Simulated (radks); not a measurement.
The numbers below are computed, except where a source is named.
Ru6+, configuration [Kr] 4d2 (the NIST ground configuration).

Code: a radial shooting solver on a logarithmic mesh with Libxc functionals. Model: scalar-relativistic Kohn-Sham, LB94 model potential, spin-polarised, spherical densities, finite nucleus; open shells are filled with parallel spins first (spin-orbit coupling, left out, can overturn this in heavy ions); Fermi nuclear charge, rms radius 4.4809 fm.

Energy parts (hartree):
| part | energy |
|---|---|
| kinetic | 4692.41813 |
| electron-nucleus | -10800.37159 |
| Hartree | 1716.54647 |
(The LB94 potential has no energy functional, so no total or exchange-correlation energy is given.)

Orbitals (lengths in bohr, moments of r in powers of bohr):
orbital  occ.  eigenvalue (hartree)     <r^2>
1s up       1             -814.2725  0.001504
1s down     1             -814.2732  0.001504
2s up       1             -120.7361   0.02487
2s down     1             -120.7338   0.02487
2p up       3             -108.6880   0.01955
2p down     3             -108.6874   0.01955
3s up       1             -24.42932    0.1851
3s down     1             -24.42335    0.1853
3p up       3             -20.45531    0.1877
3p down     3             -20.44934    0.1879
3d up       5             -14.04971    0.1739
3d down     5             -14.04167    0.1743
4s up       1              -6.31321     1.096
4s down     1              -6.30476     1.091
4p up       3              -5.16029     1.290
4p down     3              -5.14765     1.285
4d up       2              -3.45409     1.847
4d down     0              -3.43732     1.847

The highest occupied level is 4d up at -93.990 eV. The spin density at the nucleus is -0.874 e/bohr^3 (1s 0.058, 2s -0.659, 3s 1.564, 4s -1.837). The density falls to 0.001 e/bohr^3 at r = 2.65 bohr. Spin moment in Bohr magnetons: 2.
